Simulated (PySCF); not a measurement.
## Polarisability and C₆ of Mn²⁺ (manganese, charge +2)

[Ar] 3d4 4s1, high-spin 6D determinant (an excited configuration). All numbers are calculated (PySCF 2.14, the non-relativistic Hamiltonian (point nucleus), in aug-cc-pVTZ). Coupled (time-dependent) response in atomic units; α is the mean over directions.

```json
{"method": "UHF", "mean α (bohr³)": "23.47", "α xx, yy, zz": "23.83, 23.83, 22.73", "C₆ (like pair)": "97.85", "S(−4)": "533.4"}
{"method": "PBE", "mean α (bohr³)": "17.74", "α xx, yy, zz": "18.00, 18.00, 17.22", "C₆ (like pair)": "69.84", "S(−4)": "279.9"}
{"method": "PBE0", "mean α (bohr³)": "18.99", "α xx, yy, zz": "19.30, 19.30, 18.38", "C₆ (like pair)": "75.52", "S(−4)": "329.6"}
```

S(−4) is the Cauchy moment in α(ω) = α(0) + S(−4) ω² + …

α(iu) at PBE0:

| u (hartree) | α(iu) (bohr³) |
| --- | --- |
| 0 | 18.99 |
| 0.0500 | 18.21 |
| 0.100 | 16.24 |
| 0.200 | 11.60 |
| 0.300 | 8.213 |
| 0.500 | 4.805 |
| 0.750 | 3.101 |
| 1.00 | 2.295 |
| 1.50 | 1.505 |
| 2.00 | 1.098 |
| 3.00 | 0.6702 |
| 5.00 | 0.3257 |

A single London oscillator, α(iu) = α/(1 + u²/ω²), gives C₆ = (3/4) ω α². Matching the computed C₆ needs ω = 4 × 75.52 / (3 × 18.99²) = 0.279 hartree.

For an ion, C₆ is the dispersion term alone; charge-induced terms of lower order in 1/R come first.

The components differ because the open shell of this determinant is not spherical; for a pure term their mean is the scalar polarisability.
